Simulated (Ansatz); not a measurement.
Basis-set extrapolation for `[OH][Al]([SH])[SH]` (PBE0-D4/def2-TZVP geometry, frozen core, Ansatz). Multiplicity 1, RHF reference.

|  | def2-TZVPP | def2-QZVPP |
| --- | --- | --- |
| HF | -1113.821635 | -1113.854799 |
| MP2 correlation | -0.668656 | -0.726956 |
| CCSD(T) correlation | -0.738985 | -0.794864 |

Energies in hartree. Use E(X) = E(∞) + A·exp(−7.88·√X) for Hartree–Fock and E(X) = E(∞) + B·X^(−2.97) for correlation, with X = 3 and 4.

Q: What is the CCSD(T) energy at the basis-set limit?

A: HF limit: -1113.854799 + (-0.033164) × 0.13774 = -1113.85937. Correlation limit: -0.794864 + (-0.055879) × 0.74074 = -0.83626. Total: -1114.69563 hartree, 354.5 kJ/mol below CCSD(T)/def2-TZVPP.
